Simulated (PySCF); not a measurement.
SMILES Cl[SiH](Cl)/C=C/[SiH](Cl)Cl (C2H4Cl4Si2) (PBE0/def2-SVP optimised geometry):

```
12

Si     2.216    -0.289    -0.984
Cl     2.901    -2.231    -0.994
Cl     2.899     0.655    -2.682
C      0.357    -0.289    -0.983
C     -0.356     0.289     0.000
Si    -2.216     0.289     0.000
Cl    -2.899    -0.646     1.703
Cl    -2.901     2.231     0.000
H      2.749     0.410     0.211
H     -0.162    -0.780    -1.819
H      0.163     0.779     0.836
H     -2.748    -0.416    -1.191
```

Method: PBE0/def2-TZVP (PySCF 2.14.0).

Problem. What are the frontier orbital energies and the dipole moment?

Solution. HOMO-2 -9.43 eV, HOMO-1 -8.85 eV, HOMO -8.79 eV, LUMO -2.00 eV, LUMO+1 -0.04 eV; dipole moment 0.00 D.

On the same geometry PBE/def2-TZVP in PySCF gives HOMO-2 -8.02 eV, HOMO-1 -7.62 eV, HOMO -7.47 eV, LUMO -2.90 eV, LUMO+1 -0.93 eV; dipole moment 0.00 D.

Meta-Löwdin charges at PBE0/def2-TZVP: Si1 0.85, Cl2 -0.28, Cl3 -0.28, C4 -0.33, C5 -0.33, Si6 0.85, Cl7 -0.28, Cl8 -0.28, H9 -0.09, H10 0.13, H11 0.13, H12 -0.09.
